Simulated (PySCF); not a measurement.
Species: C2H7NSSi2.
Structure used (PBE0-D3(BJ)/def2-SVP), in Å, numbered top down from 1:
```
atom  x, y, z in Å
N1     3.285    0.805    1.804
C2     2.468    0.166    1.288
C3     1.415   -0.596    0.650
Si4   -0.202    0.396    0.530
S5    -1.579   -0.942   -0.432
Si6   -3.297    0.353   -0.568
H7     1.222   -1.521    1.218
H8     1.726   -0.891   -0.366
H9     0.018    1.627   -0.282
H10   -0.665    0.772    1.895
H11   -4.358   -0.453   -1.230
H12   -2.979    1.564   -1.379
H13   -3.741    0.782    0.791
```

Method used: PBE0-D3(BJ)/def2-SVP geometry optimisation, gas phase (PySCF).

Take the most abundant isotopes and a rigid rotor. The values belong to one conformer with, in the numbering `[N:1]#[C:2][CH2:3][SiH2:4][S:5][SiH3:6]`, C2–C3–Si4–S5 180°, C3–Si4–S5–Si6 -178°.

Task: What are A, B and C (MHz)?

Result: Ia = 70.33, Ib = 739.68, Ic = 794.79 u·Å²; 505379 MHz·u·Å²/I gives A = 7186, B = 683.2, C = 635.9 MHz.

Task: What kind of rotor is it?

Result: A near-prolate asymmetric top: κ = (2 × 683.2 − 7186 − 635.9)/(7186 − 635.9) = -0.99.

Task: Is it planar, by Δ = Ic − Ia − Ib?

Result: Not planar: Δ = Ic − Ia − Ib = -15.22 u·Å². For a rigid frame Δ = −2 Σ m c², so Σ m c² = 7.61 u·Å² lies off the ab plane: 7.56 from hydrogen and 0.05 from heavier atoms. The atom farthest from that plane is 1.27 Å away.

Task: Predict some low-J microwave lines.

Result: The dipole components are |μa| = 3.47 D, |μb| = 0.80 D, |μc| = 0.04 D. Intensities carry the squares of the components, which stand as 1.00 : 0.05 : 0.00 (a : b : c). Some of the stronger lines:

| type | branch | J(Ka,Kc) | MHz | lower level (cm⁻¹) |
| --- | --- | --- | --- | --- |
| a | R | 1(0,1) ← 0(0,0) | 1319 | 0.000 |
| a | R | 2(1,2) ← 1(1,1) | 2591 | 0.261 |
| a | R | 2(0,2) ← 1(0,1) | 2638 | 0.044 |
| a | R | 2(1,1) ← 1(1,0) | 2686 | 0.262 |
| b | Q | 1(1,0) ← 1(0,1) | 6550 | 0.044 |
| b | Q | 2(1,1) ← 2(0,2) | 6598 | 0.132 |
| b | R | 1(1,1) ← 0(0,0) | 7822 | 0.000 |
| b | R | 2(1,2) ← 1(0,1) | 9094 | 0.044 |
| b | Q | 2(2,0) ← 2(1,1) | 19509 | 0.352 |
| b | Q | 2(2,1) ← 2(1,2) | 19651 | 0.347 |
| b | R | 2(2,1) ← 1(1,0) | 22194 | 0.262 |
| b | R | 2(2,0) ← 1(1,1) | 22242 | 0.261 |

Not checked by PBE0-D3(BJ)/def2-SVP frequencies. Zero-point vibration and centrifugal distortion are left out. A rigid rotor knows nothing of internal rotation, which can split or shift real lines. Quadrupole hyperfine structure (14N) is left out.
